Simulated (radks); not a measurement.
Task: Ce XLII, 17 electrons, occupied as [Ne] 3s2 3p5. Calculated with a radial shooting solver on a logarithmic mesh with Libxc functionals: Dirac Kohn-Sham, LDA (Slater exchange, Perdew-Wang correlation), spin-unpolarised, spherical densities, point nucleus; open shells fill j = l - 1/2 first. Some entries of the table are withheld. Estimate them.

orbital,occ.,eigenvalue (eV),<1/r> (bohr^-1)
1s1/2,2,-42647.69,63.30
2s1/2,2,(1),15.09
2p1/2,2,-8476.340,(2)
2p3/2,4,-8021.317,(3)
3s1/2,2,(4),6.003
3p1/2,2,-3249.541,(5)
3p3/2,3,-3137.003,(6)
3d3/2,0,(7),5.448
3d5/2,0,(8),5.355
4s1/2,0,-1751.521,3.142

Result: 
(1) 2s1/2 eigenvalue (eV): -8807.241
(2) 2p1/2 <1/r> (bohr^-1): 15.04
(3) 2p3/2 <1/r> (bohr^-1): 13.64
(4) 3s1/2 eigenvalue (eV): -3372.042
(5) 3p1/2 <1/r> (bohr^-1): 5.939
(6) 3p3/2 <1/r> (bohr^-1): 5.573
(7) 3d3/2 eigenvalue (eV): -2957.546
(8) 3d5/2 eigenvalue (eV): -2930.850
